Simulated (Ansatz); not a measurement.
Consider the formal exchange of groups at a C–C bond: `O=CC[SiH2]O` + GeH₄ → `O[SiH2][CH2][GeH3]` + `C=O`.

Computed with Ansatz on PBE0-D4/def2-TZVP structures; ΔE is electronic, products minus reactants. CCSD(T)/CBS adds triple-zeta CCSD(T) − MP2 to the extrapolated MP2 energy (def2 sets, frozen cores). This one scheme is used for every species. Functionals use def2-TZVPP. B3LYP here is the variant with VWN-RPA as its local correlation; programs differ in this. For Ge outer-core shells are correlated without core-valence functions, which leaves a few kJ/mol of doubt a bond. Scalar relativity is left out up to krypton. Each species was taken in one conformer, which may not be the lowest.

| level | ΔE (kJ/mol) | difference from CCSD(T)/CBS |
| --- | --- | --- |
| PBE-D4 | 22.4 | 14.6 |
| r2SCAN-D4 | 23.8 | 16.0 |
| PBE0-D4 | 19.4 | 11.6 |
| B3LYP-D4 | 17.8 | 10.0 |
| ωB97X-V | 17.2 | 9.4 |
| B2PLYP | 15.0 | 7.2 |
| PBE | 23.5 | 15.7 |
| PBE0 | 20.5 | 12.7 |
| B3LYP | 19.5 | 11.7 |
| MP2/def2-TZVPP | 6.4 | -1.4 |
| SCS-MP2/def2-TZVPP | 5.1 | -2.7 |
| CCSD/def2-TZVPP | 7.0 | -0.8 |
| SCS-MP2/def2-QZVPP | 5.3 | -2.5 |
| HF/CBS(def2) | 13.3 | 5.5 |
| MP2/CBS(def2) | 6.0 | -1.8 |
| CCSD/CBS(def2) | 6.6 | -1.2 |
| CCSD(T)/CBS | 7.8 | 0 |

Largest T1 diagnostic among the species: 0.015.

In def2-TZVPP, CCSD(T) changes the Hartree–Fock value by −4.2 kJ/mol (the triples alone add +1.1 kJ/mol) and MP2 by −6.0 kJ/mol.
